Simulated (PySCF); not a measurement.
## How methods differ on the excitation energy of Se

Se [Ar] 3d10 4s2 4p4 (3P) → Se [Ar] 3d10 4s1 4p4 4d1 (high-spin determinant), as a difference of total energies. Computed with PySCF 2.14 in aug-cc-pVTZ-PP with ECP10MDF (6s5p4d2f, 55 functions), with a scalar-relativistic core potential. Correlated levels: valence: 3s2 3p6 3d10 frozen. The calculations carry no spin-orbit coupling.

| method | excitation energy (eV) |
| --- | --- |
| UHF | 18.285 |
| LDA | 19.447 |
| PBE | 18.992 |
| PBE0 | 19.057 |
| r2SCAN | 18.967 |
| BP86 | 19.018 |
| wB97M-V | 19.474 |
| BLYP | 19.320 |
| M06-2X | 18.944 |
| MP2 (valence) | 18.709 |
| SCS-MP2 (valence) | 18.866 |

How much does correlation contribute at MP2 (valence)?

18.709 − (18.285) = 0.424 eV, measured against UHF.

The upper state lies above the first ionisation limit, where it may autoionise and the basis confines it.

The promoted electron is Rydberg-like, and one or two diffuse shells describe it only roughly, which tends to raise the upper state.

In the upper state the promoted electron has a positive orbital energy at LDA, PBE, PBE0, r2SCAN, BP86, BLYP, so the basis confines it.

The determinant of the upper state mixes LS terms, which raises its energy above the lowest term, most at the Hartree-Fock and MP2 levels.
